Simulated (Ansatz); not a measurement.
The same path of BFH5SbSi (9 atoms, charge 0, multiplicity 1) was run twice with different band settings. The coordinate that changes most is the height of Sb4 over the plane of its neighbours.

Level of theory: Ansatz 0.2.0, RKS PBE-D4/def2-mTZVP.

Relaxed end points:

```xyz
9
Properties=species:S:1:pos:R:3
B -0.827 0.484 0.483
Si 1.011 0.590 -0.243
F 2.236 1.070 0.726
Sb 0.359 -1.895 0.110
H -1.708 0.720 -0.303
H -0.898 0.783 1.649
H 1.399 0.937 -1.640
H -0.320 -1.882 -1.485
H -1.164 -0.855 0.686
```

```xyz
9
Properties=species:S:1:pos:R:3
B -0.988 0.771 0.413
Si 0.819 0.851 -0.184
F 2.107 0.900 0.806
Sb -0.755 -1.617 0.233
H -1.810 1.001 -0.436
H -1.208 0.988 1.573
H 1.385 0.655 -1.556
H -0.398 -1.744 -1.461
H 0.935 -1.851 0.595
```

Common settings: movable images 9; climbing image yes; spring 5.0 eV/Å²; optimiser quadratic models (default); start path through a guess of the saddle point; iteration limit 60; end points relaxed.

| run | force threshold |
| --- | --- |
| 1 | 0.03 eV/Å |
| 2 | 0.2 eV/Å |

Task: What does each run give, and how far can it be trusted?

Result: Run 1: converged after 18 iterations, highest image 0.945 eV above the first end. A vibrational analysis at the climbing image gives one clearly imaginary mode, 264i cm⁻¹: a first-order saddle point.
Run 2: converged after 11 iterations, highest image 0.949 eV above the first end. The threshold of 0.2 eV/Å is loose, so the images may lie well off the minimum-energy path. The order of the stationary point at the top wasn't checked.
